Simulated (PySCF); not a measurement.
Compound: C3H7FOSi.
Atom-mapped SMILES: `[CH3:1][O:2][C@@:3]1([F:4])[CH2:5][SiH2:6]1`

Cartesian coordinates in Å at the GFN2-xTB level; atoms count from 1:
```
atom  x, y, z in Å
C1     1.9799    0.4488    0.0958
O2     0.8530    0.0773    0.8816
C3    -0.3603    0.3599    0.3222
F4    -0.5543    1.7349    0.2169
C5    -0.8292   -0.4007   -0.9235
Si6   -1.8464   -0.7765    0.6277
H7     1.9636   -0.0529   -0.8765
H8     2.8560    0.1362    0.6591
H9     2.0030    1.5308   -0.0576
H10   -1.2360    0.2234   -1.7076
H11   -0.1267   -1.1278   -1.3086
H12   -1.5647   -2.0148    1.3230
H13   -3.1425   -0.1380    0.7297
```

NICS is the negative of the GIAO shielding at a point without a nucleus: at the ring centre (0) and 1 Å above and below it (1); zz is the component along the ring normal. Level: GIAO PBE0/pcSseg-1 (PySCF, non-relativistic, gas phase) on the GFN2-xTB geometry, one conformer.

Ring bond lengths (Å), with Mayer bond orders in brackets: C3–C5 1.533 (0.89), C5–Si6 1.893 (0.92), Si6–C3 1.896 (0.90).

Give the NICS values of each ring in ppm.

| ring | type | NICS(0) | NICS(1), two faces | NICS(1)zz, two faces | rms pucker (Å) | centre to ring atoms, mean (Å) |
| --- | --- | --- | --- | --- | --- | --- |
| C3–C5–Si6 | 3-membered ring with Si; formal bonds all single | -20.1 | -6.2 / -7.1 | -10.8 / -12.1 | 0.00 | 1.02 |

What can be read from them?

- C3–C5–Si6: mean NICS(1)zz -11.4 ppm, shielded. C3, C5, Si6 have four or more neighbours, and the NICS criterion for π rings isn't applied. NICS(0) lies 14 ppm below the mean NICS(1).

What is the mean of the two in-plane components of NICS at the second NICS(1) probe listed for ring C3–C5–Si6, 1 Å off the ring?

The isotropic value is a third of the trace: (3 × -7.1 − (-12.1))/2 = -4.6 ppm.
